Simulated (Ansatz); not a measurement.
CH5BN2Zn, SMILES `B[N]1C[NH][Zn]1` at its PBE0-D4/def2-TZVP geometry, where that method's forces vanish. Charge 0, multiplicity 1.

```xyz
10

B    -0.7910   -0.5185   -1.5761
N    -0.0148   -0.5083   -0.4384
C     0.0894    0.5821    0.5627
N     1.2387    0.3005    1.4322
Zn    1.2876   -1.4192    0.6146
H    -0.7856   -1.4889   -2.2844
H    -1.4703    0.4362   -1.8600
H    -0.8486    0.6716    1.1231
H     0.2740    1.5153    0.0143
H     1.0205    0.4293    2.4120
```

Question: What forces (eV/Å) does PBE-D4/def2-TZVPP give on these atoms in Ansatz 0.2.0? (An estimate is asked.)

Answer: The calculation gave: 
```
B1  -0.097 -0.072 -0.190
N2  -0.134  0.050 -0.310
C3  -0.078 -0.010  0.240
N4   0.330  0.281 -0.100
Zn5  0.255 -0.513  0.099
H6  -0.006 -0.076 -0.052
H7  -0.056  0.092 -0.018
H8  -0.211  0.033  0.101
H9   0.070  0.178 -0.142
H10 -0.073  0.038  0.373
```
